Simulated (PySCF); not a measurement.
# Simulated absorption spectrum

Compound: C₅H₇P₃.
Geometry (GFN2-xTB, Å), atoms numbered from 1 in this order:
```
atom  x, y, z in Å
C1    -2.612   -1.099    0.172
C2    -1.393   -0.229   -0.038
P3    -1.738    1.324   -0.748
C4    -0.213    2.117   -0.917
P5     1.431    1.723   -0.563
C6     1.400    0.121    0.124
C7     2.764   -0.424    0.483
P8     0.095   -0.978    0.474
H9    -3.458   -0.510    0.525
H10   -2.408   -1.891    0.891
H11   -2.907   -1.567   -0.769
H12   -0.312    3.112   -1.349
H13    3.392    0.350    0.925
H14    2.683   -1.256    1.181
H15    3.272   -0.786   -0.413
```

Method: TDDFT PBE0/def2-SVPD, vertical, gas phase, core orbitals frozen in the response in PySCF 2.14.0, density-fitted response routines.

Each state is given a Gaussian of 0.3 eV full width at half maximum, with ε(max) = 2.175×10⁸ f / Δν̃ (Δν̃ the width in cm⁻¹). The cross-section is σ = 3.8235×10⁻²¹ ε cm², given in Mb (10⁻¹⁸ cm²). The width is an assumption, not a result. The curve ends short of the highest state used, and states not computed would add to its high-energy end.

```csv
E (eV),σ (Mb)
3.15,0.00
3.19,0.01
3.22,0.02
3.26,0.05
3.29,0.09
3.32,0.18
3.36,0.38
3.39,0.65
3.43,1.21
3.46,1.81
3.50,2.90
3.53,3.89
3.57,5.35
3.60,6.42
3.63,7.36
3.67,8.23
3.70,8.50
3.74,8.30
3.77,7.77
3.81,6.76
3.84,5.92
3.88,4.98
3.91,4.58
3.95,4.61
3.98,5.07
4.01,5.86
4.05,7.19
4.08,8.16
4.12,9.07
4.15,9.29
```

Problem. Where are the band maxima, and which computed states make them?

Solution. 334 nm (3.71 eV), ε about 2200, made up of S2 (12%), S3 (53%) and S5 (34%); 299 nm (4.15 eV), ε about 2400, made up of S6 (99%) (ε in L mol⁻¹ cm⁻¹; maxima over ε = 5, shares over 10%). The states used: S1 3.60 eV (f 0.0000); S2 3.62 eV (f 0.0037); S3 3.68 eV (f 0.014); S4 3.75 eV (f 0.0000); S5 3.78 eV (f 0.010); S6 4.15 eV (f 0.027); S7 4.70 eV (f 0.203); S8 4.75 eV (f 0.344).

Problem. On this curve, what absorbance would a 10⁻³ mol/L sample give at 308 nm over a 1 cm path?

Solution. 308 nm is 4.025 eV, where ε is about 1700 L mol⁻¹ cm⁻¹, so A = ε c l ≈ 1.7 (Beer–Lambert, with the gas-phase spectrum and the assumed width).

Problem. What would ε be at 4.15 eV, the highest of these maxima, with half the width (0.15 eV)?

Solution. About 4820 L mol⁻¹ cm⁻¹ against 2430, a factor of about 1.99; a lone state at its own centre would give exactly 2.

Problem. Coming from long wavelengths, where does ε first pass 100 L mol⁻¹ cm⁻¹?

Solution. At about 369 nm (3.36 eV), 0.24 eV below S1.
